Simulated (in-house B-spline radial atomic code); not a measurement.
K3+ is squeezed into an impenetrable sphere of radius R (the orbitals vanish at R). Level of theory: Dirac-Kohn-Sham LDA VWN5, spherical fractional occupations, Fermi nucleus of rms radius 3.4349 fm; calculated with a radial B-spline atomic code at the basis-set limit.

Energies in eV above the free ion in [Ne] 3s2 3p4:

```json
{"R (bohr)": "7.51", "highest level (eV)": "-54.7", "[Ne] 3s2 3p4": "0", "[He] 2s2 2p5 3s2 3p4 3d1": "307.3", "[Ne] 3s2 3p3 3d1": "25.32"}
{"R (bohr)": "6.5", "highest level (eV)": "-54.7", "[Ne] 3s2 3p4": "2.439e-05", "[He] 2s2 2p5 3s2 3p4 3d1": "307.3", "[Ne] 3s2 3p3 3d1": "25.32"}
{"R (bohr)": "5.42", "highest level (eV)": "-54.7", "[Ne] 3s2 3p4": "0.001094", "[He] 2s2 2p5 3s2 3p4 3d1": "307.3", "[Ne] 3s2 3p3 3d1": "25.33"}
{"R (bohr)": "3.9", "highest level (eV)": "-54.5", "[Ne] 3s2 3p4": "0.1856", "[He] 2s2 2p5 3s2 3p4 3d1": "307.6", "[Ne] 3s2 3p3 3d1": "25.8"}
{"R (bohr)": "3.62", "highest level (eV)": "-54.3", "[Ne] 3s2 3p4": "0.4583", "[He] 2s2 2p5 3s2 3p4 3d1": "307.9", "[Ne] 3s2 3p3 3d1": "26.26"}
{"R (bohr)": "3.09", "highest level (eV)": "-53.2", "[Ne] 3s2 3p4": "2.427", "[He] 2s2 2p5 3s2 3p4 3d1": "310.1", "[Ne] 3s2 3p3 3d1": "28.92"}
{"R (bohr)": "2.4", "highest level (eV)": "-46.2", "[Ne] 3s2 3p4": "19.57", "[He] 2s2 2p5 3s2 3p4 3d1": "327.8", "[Ne] 3s2 3p3 3d1": "47.87"}
{"R (bohr)": "2.21", "highest level (eV)": "-41.4", "[Ne] 3s2 3p4": "34.35", "[He] 2s2 2p5 3s2 3p4 3d1": "342.9", "[Ne] 3s2 3p3 3d1": "63.22"}
{"R (bohr)": "1.81", "highest level (eV)": "-20.4", "[Ne] 3s2 3p4": "112.2", "[He] 2s2 2p5 3s2 3p4 3d1": "423.7", "[Ne] 3s2 3p3 3d1": "141.1"}
{"R (bohr)": "1.48", "highest level (eV)": "23.8", "[Ne] 3s2 3p4": "305.8", "[He] 2s2 2p5 3s2 3p4 3d1": "626.8", "[Ne] 3s2 3p3 3d1": "328.6"}
```

Q: Does [He] 2s2 2p5 3s2 3p4 3d1 fall below [Ne] 3s2 3p4 under compression?

A: No, it stays above over the whole range.

Q: Does [Ne] 3s2 3p3 3d1 fall below [Ne] 3s2 3p4 under compression?

A: No, it stays above over the whole range.

The highest level is first positive in the row R = 1.48 bohr, pushed up by confinement above the zero of the free ion's potential. Each configuration is held fixed and needn't be the lowest in the sphere.
